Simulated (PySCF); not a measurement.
Cl3Sb, charge -1, doublet, geometry from GFN2-xTB (a state made from the parent by changing its charge; the spin is typed, not shown lowest) (all electrons, no relativity); PBE/3-21G (PySCF).

PySCF was given this input:
```python
from pyscf import gto, scf, dft

mol = gto.M(
    atom='''
Sb   -0.00854345   -0.39662549    0.03006418
Cl   -2.64892774   -0.33781226    0.04450074
Cl    0.04268112    1.98144961   -0.15019373
Cl    2.63187698   -0.45376087    0.01550045
''',
    basis='3-21g',
    charge=-1,
    spin=1,
    verbose=5,
)

mf = dft.UKS(mol)
mf.xc = 'pbe'
mf.kernel()
```

Write the output that PySCF gives for this input, abridged.


```
PySCF version 2.14.0

[INPUT] verbose = 5
[INPUT] max_memory = 4000
[INPUT] num. atoms = 4
[INPUT] num. electrons = 103
[INPUT] charge = -1
[INPUT] spin (= nelec alpha-beta = 2S) = 1
[INPUT] symmetry False subgroup None
[INPUT] Mole.unit = angstrom
[INPUT] Symbol           X                Y                Z      unit          X                Y                Z       unit  Magmom
[...]
[INPUT] ---------------- BASIS SET ----------------
[INPUT] l, kappa, [nprim/nctr], expnt,             c_1 c_2 ...
[INPUT] Cl
[...]
                                207.857           0.380363
                                45.1554           0.67819
[...]
                                13.9765           0.0511338
                                3.8871            0.991337
[...]
                                0.526955          1.18252
[...]
                                13.9765           0.458682
                                3.8871            0.601962
[...]
                                0.526955          0.822321
[...]
[INPUT] Sb
[...]
                                2010.5218         0.366849
                                441.69815         0.69105
[...]
                                130.0385          0.082644
                                42.13286          0.970258
[...]
                                24.43595          0.057503
                                7.420931          1.084703
[...]
                                2.844053          0.473734
                                1.105855          0.822135
[...]
                                0.241232          1.258692
[...]
                                130.0385          0.613597
                                42.13286          0.391699
[...]
                                24.43595          0.536355
                                7.420931          0.650868
[...]
                                2.844053          0.516083
                                1.105855          0.538757
[...]
                                0.241232          0.989643
[...]
                                32.305835         0.483436
                                10.250328         0.59014
[...]
                                1.92162           0.574315
                                0.666063          0.364304

nuclear repulsion = 654.672911731465
number of shells = 34
number of NR pGTOs = 162
number of NR cGTOs = 70
basis = 3-21g
ecp = {}

******** <class 'pyscf.dft.uks.UKS'> ********
method = UKS
initial guess = minao
damping factor = 0
level_shift factor = 0
DIIS = <class 'pyscf.scf.diis.CDIIS'>
diis_start_cycle = 1
diis_space = 8
diis_damp = 0
SCF conv_tol = 1e-09
SCF conv_tol_grad = None
SCF max_cycles = 50
direct_scf = True
direct_scf_tol = 1e-13
number electrons alpha = 52  beta = 51
XC library pyscf.dft.libxc version 7.1.2
    S. Lehtola, C. Steigemann, M. J. T. Oliveira, and M. A. L. Marques,  SoftwareX 7, 1–5 (2018)
XC functionals = pbe
    J. P. Perdew, K. Burke, and M. Ernzerhof,  Phys. Rev. Lett. 77, 3865 (1996)
    J. P. Perdew, K. Burke, and M. Ernzerhof,  Phys. Rev. Lett. 78, 1396 (1997)
    J. P. Perdew, K. Burke, and M. Ernzerhof,  Phys. Rev. Lett. 77, 3865 (1996)
    J. P. Perdew, K. Burke, and M. Ernzerhof,  Phys. Rev. Lett. 78, 1396 (1997)
radial grids:
    Treutler-Ahlrichs [JCP 102, 346 (1995); DOI:10.1063/1.469408] (M4) radial grids

becke partition: Becke, JCP 88, 2547 (1988); DOI:10.1063/1.454033
pruning grids: <function nwchem_prune>
grids dens level: 3
symmetrized grids: False
atomic radii adjust function: <function treutler_atomic_radii_adjust>
small_rho_cutoff = 0
Set gradient conv threshold to 3.16228e-05
atom Sb rad-grids = 95, ang-grids = [ 50  50  50  50  50  50  50  50  50  50  50  50  50  50  50  50  50  50
  50  50  50  50  50  50  50  50  50  50  50  50  86  86  86  86  86  86
  86  86  86  86  86  86  86  86  86  86 350 350 350 350 350 350 350 350
 350 350 350 434 434 434 434 434 434 434 434 434 434 434 434 434 434 434
 434 434 434 434 434 434 434 434 350 350 350 350 350 350 350 350 350 350
 350 350 350 350 350]
atom Cl rad-grids = 80, ang-grids = [ 50  50  50  50  50  50  50  50  50  50  50  50  50  50  50  50  50  50
  50  50  50  50  50  50  86  86  86  86  86  86  86  86  86  86  86  86
  86 350 350 350 350 350 350 350 350 350 434 434 434 434 434 434 434 434
 434 434 434 434 434 434 434 434 434 434 350 350 350 350 350 350 350 350
 350 350 350 350 350 350 350 350]
tot_boxes 1989, boxes in each direction [15 11  7]
Padding 2 grids
tot grids = 78600
nelec by numeric integration = [50.91964976 50.91964976]
E1 = -11846.323672115343  E2 = 3545.5104455666665  Ecoul = 3794.6073895165882  Exc = -249.09694394992195
init E= -7646.14031481721
cond(S) = 74.58664186654768

  alpha mo_energy =
[-1.06601473e+03 -1.58871027e+02 -1.48378951e+02 -1.48378932e+02
 -1.48378755e+02 -1.00034433e+02 -1.00027232e+02 -1.00026939e+02
 -3.12276852e+01 -2.67967130e+01 -2.67966325e+01 -2.67963786e+01
 -1.92868901e+01 -1.92862811e+01 -1.92860362e+01 -1.92858801e+01
 -1.92857996e+01 -9.19260506e+00 -9.18545069e+00 -9.18430624e+00
 -7.02209764e+00 -7.02047143e+00 -7.02041857e+00 -7.01410956e+00
 -7.01394348e+00 -7.01310587e+00 -7.01310283e+00 -7.01302207e+00
 -7.01299402e+00 -5.16701960e+00 -3.67416820e+00 -3.67366258e+00
 -3.67262747e+00 -1.38952596e+00 -1.38695512e+00 -1.38623011e+00
 -1.38590721e+00 -1.38542861e+00 -8.23266646e-01 -8.01629247e-01
 -7.99517015e-01 -5.24234575e-01 -4.13546373e-01 -3.99078771e-01
 -3.76928169e-01 -3.71977678e-01 -3.58263282e-01 -3.58183350e-01
 -3.57337046e-01 -3.48786958e-01 -3.12113156e-01 -1.99349022e-01
 -1.19421911e-01 -1.00613536e-01  1.94089148e-01  2.18072138e-01
  2.34479529e-01  2.34611485e-01  4.06589542e-01  4.13217998e-01
  4.54641241e-01  4.70171166e-01  4.71062513e-01  4.88818954e-01
  5.01548688e-01  5.16642629e-01  5.48652921e-01  5.90826018e-01
  6.39064276e-01  7.36661113e-01]
  beta  mo_energy =
[-1.06601473e+03 -1.58871027e+02 -1.48378951e+02 -1.48378932e+02
[...]
 -8.77945178e-02 -8.36625174e-02 -6.59640045e-02  1.14342686e-02
  7.41592661e-02  1.14780935e-01  3.85869826e-01  3.97092184e-01
  4.21513221e-01  4.29211015e-01  6.40725832e-01  6.47343609e-01
  6.80826926e-01  7.06038334e-01  7.09501708e-01  7.13740377e-01
  7.35615059e-01  7.57083826e-01  7.80180214e-01  8.21359376e-01
  8.50591380e-01  9.66437793e-01]
multiplicity <S^2> = 0.7510861  2S+1 = 2.0010858
nelec by numeric integration = [52.00000144 51.00000148]
E1 = -11890.25229724566  E2 = 3574.309421461735  Ecoul = 3824.3633844733777  Exc = -250.05396301164257
cycle= 8 E= -7661.26996405246  delta_E= -1.15e-08  |g|= 2.81e-05  |ddm|= 0.000266
  alpha mo_energy =
[-1.06523610e+03 -1.58406454e+02 -1.47880720e+02 -1.47880613e+02
 -1.47879889e+02 -9.97936071e+01 -9.97493885e+01 -9.97490955e+01
 -3.09280645e+01 -2.64903404e+01 -2.64899693e+01 -2.64872330e+01
 -1.89728946e+01 -1.89720896e+01 -1.89702542e+01 -1.89700259e+01
 -1.89700183e+01 -8.94021346e+00 -8.89290215e+00 -8.89175963e+00
 -6.77645349e+00 -6.76787245e+00 -6.76662743e+00 -6.72646806e+00
 -6.72630932e+00 -6.72167544e+00 -6.72156594e+00 -6.72084741e+00
 -6.72077798e+00 -4.95625908e+00 -3.46777038e+00 -3.46662726e+00
 -3.45977902e+00 -1.19257652e+00 -1.19027760e+00 -1.18522340e+00
 -1.18385319e+00 -1.18342249e+00 -5.93408695e-01 -5.28122065e-01
 -5.27976456e-01 -3.29047561e-01 -1.79974111e-01 -1.73873336e-01
 -1.50690038e-01 -1.24844907e-01 -1.01547786e-01 -9.32793840e-02
 -9.18786064e-02 -8.44967459e-02 -7.02161346e-02 -2.28584592e-02
  6.31264495e-02  1.04274429e-01  3.69161970e-01  3.89838978e-01
  3.98898949e-01  4.23375755e-01  6.39925863e-01  6.46018469e-01
  6.75100622e-01  7.02254847e-01  7.07447815e-01  7.10766870e-01
  7.32323107e-01  7.53004517e-01  7.77270880e-01  8.20084838e-01
  8.49082417e-01  9.63283385e-01]
  beta  mo_energy =
[-1.06523549e+03 -1.58406060e+02 -1.47880407e+02 -1.47880306e+02
 -1.47878682e+02 -9.97932106e+01 -9.97490049e+01 -9.97487119e+01
 -3.09274746e+01 -2.64899173e+01 -2.64895580e+01 -2.64857901e+01
 -1.89726419e+01 -1.89718346e+01 -1.89693206e+01 -1.89690907e+01
 -1.89688767e+01 -8.93983722e+00 -8.89253682e+00 -8.89139435e+00
 -6.77637299e+00 -6.76665996e+00 -6.76638346e+00 -6.72634492e+00
 -6.72618572e+00 -6.72062849e+00 -6.72055898e+00 -6.72052565e+00
 -6.72041623e+00 -4.95460432e+00 -3.46686353e+00 -3.46568916e+00
 -3.45655813e+00 -1.19163124e+00 -1.18935872e+00 -1.18162688e+00
 -1.18022897e+00 -1.17897927e+00 -5.90671503e-01 -5.25871169e-01
 -5.25749282e-01 -3.14401292e-01 -1.75302838e-01 -1.70576046e-01
 -1.41931922e-01 -1.23821841e-01 -9.45797881e-02 -9.22148573e-02
 -8.77940002e-02 -8.36630199e-02 -6.59634833e-02  1.14331093e-02
  7.41566919e-02  1.14780466e-01  3.85871235e-01  3.97089369e-01
  4.21511601e-01  4.29210636e-01  6.40722068e-01  6.47340875e-01
  6.80823920e-01  7.06030723e-01  7.09502190e-01  7.13740668e-01
  7.35612625e-01  7.57084170e-01  7.80180044e-01  8.21356576e-01
  8.50584207e-01  9.66437236e-01]
multiplicity <S^2> = 0.75108705  2S+1 = 2.0010868
nelec by numeric integration = [52.00000144 51.00000148]
E1 = -11890.252743907371  E2 = 3574.3098681224556  Ecoul = 3824.3638427960013  Exc = -250.0539746735459
cycle= 9 E= -7661.26996405345  delta_E= -9.9e-10  |g|= 9.41e-06  |ddm|= 0.000109
  alpha mo_energy =
[-1.06523610e+03 -1.58406457e+02 -1.47880723e+02 -1.47880616e+02
 -1.47879892e+02 -9.97936022e+01 -9.97493843e+01 -9.97490910e+01
 -3.09280674e+01 -2.64903433e+01 -2.64899723e+01 -2.64872359e+01
 -1.89728975e+01 -1.89720925e+01 -1.89702571e+01 -1.89700288e+01
 -1.89700212e+01 -8.94020879e+00 -8.89289856e+00 -8.89175600e+00
 -6.77644852e+00 -6.76786782e+00 -6.76662287e+00 -6.72646454e+00
 -6.72630547e+00 -6.72167188e+00 -6.72156191e+00 -6.72084414e+00
 -6.72077396e+00 -4.95626212e+00 -3.46777373e+00 -3.46663007e+00
 -3.45978215e+00 -1.19257971e+00 -1.19028075e+00 -1.18522682e+00
 -1.18385619e+00 -1.18342565e+00 -5.93405479e-01 -5.28119998e-01
 -5.27974255e-01 -3.29048715e-01 -1.79973099e-01 -1.73872384e-01
 -1.50688024e-01 -1.24842299e-01 -1.01546102e-01 -9.32776178e-02
 -9.18765618e-02 -8.44947464e-02 -7.02151751e-02 -2.28599132e-02
  6.31253249e-02  1.04273466e-01  3.69159955e-01  3.89836948e-01
  3.98896829e-01  4.23374384e-01  6.39927864e-01  6.46020747e-01
  6.75102658e-01  7.02257373e-01  7.07449225e-01  7.10768348e-01
  7.32324771e-01  7.53005974e-01  7.77271729e-01  8.20086731e-01
  8.49084260e-01  9.63284241e-01]
  beta  mo_energy =
[-1.06523549e+03 -1.58406063e+02 -1.47880410e+02 -1.47880309e+02
 -1.47878685e+02 -9.97932059e+01 -9.97490008e+01 -9.97487075e+01
 -3.09274774e+01 -2.64899201e+01 -2.64895610e+01 -2.64857929e+01
 -1.89726448e+01 -1.89718374e+01 -1.89693234e+01 -1.89690936e+01
 -1.89688795e+01 -8.93983271e+00 -8.89253340e+00 -8.89139088e+00
 -6.77636840e+00 -6.76665548e+00 -6.76637901e+00 -6.72634169e+00
 -6.72618217e+00 -6.72062535e+00 -6.72055511e+00 -6.72052231e+00
 -6.72041242e+00 -4.95460723e+00 -3.46686672e+00 -3.46569182e+00
 -3.45656113e+00 -1.19163414e+00 -1.18936160e+00 -1.18163006e+00
 -1.18023173e+00 -1.17898220e+00 -5.90668858e-01 -5.25869790e-01
 -5.25747776e-01 -3.14401315e-01 -1.75302046e-01 -1.70574927e-01
 -1.41929634e-01 -1.23819619e-01 -9.45784416e-02 -9.22134961e-02
 -8.77925716e-02 -8.36613869e-02 -6.59631689e-02  1.14320944e-02
  7.41562770e-02  1.14780236e-01  3.85869390e-01  3.97088699e-01
  4.21510177e-01  4.29209920e-01  6.40723905e-01  6.47342760e-01
  6.80825673e-01  7.06033027e-01  7.09503267e-01  7.13741799e-01
  7.35613982e-01  7.57085258e-01  7.80180616e-01  8.21358278e-01
  8.50585753e-01  9.66437872e-01]
multiplicity <S^2> = 0.75108742  2S+1 = 2.0010871
nelec by numeric integration = [52.00000144 51.00000148]
E1 = -11890.252861628636  E2 = 3574.3099858439737  Ecoul = 3824.36394412269  Exc = -250.0539582787162
Extra cycle  E= -7661.2699640532  delta_E= 2.55e-10  |g|= 2.02e-05  |ddm|= 6.08e-05
converged SCF energy = -7661.2699640532  <S^2> = 0.75108742  2S+1 = 2.0010871
```
